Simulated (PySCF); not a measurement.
C4H3N3.
Atom-mapped SMILES: `[CH:1]#[C:2][c:3]1[cH:4][n:5][n:6][nH:7]1` (hydrogens: H8 on C1; H9 on C4; H10 on N7)

Cartesian coordinates in Å at the GFN2-xTB level; atoms count from 1:
```xyz
10
C4H3N3 angstrom
C      2.529    0.332    0.103
C      1.341    0.161    0.051
C     -0.041   -0.046   -0.011
C     -0.809   -1.183   -0.220
N     -2.101   -0.824   -0.182
N     -2.194    0.431    0.031
N     -0.971    0.936    0.140
H      3.567    0.473    0.147
H     -0.499   -2.193   -0.388
H     -0.814    1.918    0.308
```

The closed-shell ground state was solved at several levels (PySCF, density fitting, gas phase, non-relativistic).

```
            level  basis functions  HOMO (eV)  LUMO (eV)  gap (eV)  dipole (D)
      B3LYP/pcJ-1              219      -7.20      -1.40      5.80        4.09
wB97X-D/def2-SVPD              164      -9.21       0.47      9.68        4.21
   PBE0/def2-SVPD              164      -7.45      -1.26      6.19        4.08
```

Estimate the row for PBE0/pcSseg-1, a basis of 134 functions; the other rows only guide the guess.

HOMO -7.45 eV, LUMO -1.22 eV, gap 6.23 eV, dipole 4.13 D.

Over all these levels, which gives the widest orbital gap and which the narrowest?

wB97X-D/def2-SVPD (range-separated hybrid) has the widest, 9.68 eV, and B3LYP/pcJ-1 (global hybrid, 20 % exact exchange) the narrowest, 5.80 eV. Functional and basis both differ between the two, so the spread mixes both effects.

How far do the dipole and the HOMO energy spread over the levels?

The dipole runs from 4.08 to 4.21 D (mean 4.13 D) and the HOMO from -9.21 to -7.20 eV.
